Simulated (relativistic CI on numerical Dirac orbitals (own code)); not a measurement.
**Cu XIV: sensitivity of the levels to the model**

Base calculation: Dirac-Coulomb-Breit CI, KLI orbitals optimised for each configuration, QED by a radiative potential, unscaled Slater integrals.

Configurations in the expansion (outside the closed core [Ne]): 3s²3p⁴, 3s3p⁵, 3s²3p³3d, 3p⁶, 3s3p⁴3d, 3p⁵3d, 3s3p³3d², 3s²3p³4s, 3s²3p²3d4p, 3p⁵4s, 3s²3p³4p, 3p⁵4p, 3s3p³3d4s, 3s²3p³4d, 3s3p⁴4s, 3s²3p³4f, 3s3p⁴4p, 3p⁴3d4p, 3s3p⁴4d, 3s²3p³5s, 3s3p⁴4f, 3s²3p³5p, 3s²3p²4s4p, 3s²3p³5d, 3s²3p³5f, 3s²3p³5g, 3s3p³4s², 3s3p⁴5s, 3s²3p³6s, 3s²3p²3d², 3s²3p3d³, 3s3p²3d³, 3s²3p3d²4s, 3s²3p3d²4p, 3s²3p3d²4d, 3p⁴3d², 3p³3d³, 3p³3d²4s, 3p³3d²4p, 3p³3d²4d, 3s²3p²3d4s, 3s3p²3d²4s, 3s²3p3d4s², 3s²3p3d4s4p, 3s²3p3d4s4d, 3p⁴3d4s, 3p³3d4s², 3p³3d4s4p, 3p³3d4s4d, 3s²3p²4s², 3s3p²3d4s², 3s²3p4s²4p, 3s²3p4s²4d, 3s²3p²4p², 3s²3p3d4p², 3s3p²3d4p², 3s²3p4s4p², 3s²3p4p³, 3s²3p4p²4d. Double excitations out of closed p, d and f shells are left out; levels of such configurations are missing from the list, as are those of other unlisted configurations, and high levels can miss mixing partners. These lack a partner that the ground configuration has and come out too high: 3s²3p³4f, 3s3p⁴4p, 3s3p⁴4d, 3s²3p³5s, 3s3p⁴4f.

Variants: (1) valence Slater integrals scaled by 0.9; (2) configuration mixing switched off. Shifts of the energy above 3s²3p⁴ ³P2, in cm⁻¹, for the lowest level and the first level of each name with at least 55 % of one term (blank where a level changes its place among those of its configuration and J or its character, or is not in the variant):

```tsv
Level	Base	Δ(1)	Δ(2)
3s²3p⁴ ³P2	0	0	0
3s²3p⁴ ³P0	23506	-646	+1068
3s²3p⁴ ³P1	23695	+317	+186
3s²3p⁴ ¹D2	53959	-2786	+2544
3s²3p⁴ ¹S0	110602	-6028	+9971
3s3p⁵ ³P°2	353476	+8668	+52393
3s3p⁵ ³P°1	370033	+8597	+54320
3s3p⁵ ³P°0	381464	+8846	+54472
3s²3p³3d ⁵D°0	478800	+6889	-12927
3s²3p³3d ⁵D°1	479249	+6930	-12891
3s²3p³3d ⁵D°2	479437	+6832	-12562
3s²3p³3d ⁵D°3	479858	+6736	-12241
3s²3p³3d ⁵D°4	482090	+6814	-12303
3s²3p³3d ³D°2	509233	+3180	-8399
```

At this charge energies of transitions that change n are usually good to better than 1 %, and those within a shell (Δn = 0) to a few per cent.

Ionisation energy from the two ground configurations alone: base 434.542 eV; valence Slater integrals scaled by 0.9 435.003 eV. The NIST ASD value (semi-empirical) is 436 eV.

LS names give the leading component of a level, which can be under half, so a name can repeat, a term be missing and a line seem to break the LS rules.
